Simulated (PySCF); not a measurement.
Electron correlation in Au⁺ (gold, charge +1)

[Xe] 4f14 5d10, closed-shell 1S. Calculation: PySCF 2.14, in def2-TZVPPD with the def2 core potential (60 electrons); a scalar-relativistic core potential. Frozen: nothing; 18 electrons correlated.

```
  level  correlation energy (mhartree)
   CCSD                        -505.51
    (T)                         -14.93
CCSD(T)                        -520.44
```

Diagnostics: T1 = 0.0061, D1 = 0.0113, largest double amplitude 0.022.

Cost of the coupled-cluster step: about 5 core-seconds, for 18 correlated electrons.

The basis has no tight functions for the innermost shells, so their pair energies are far from complete.

This basis was not built for core-valence correlation, so the inner-shell part is incomplete.
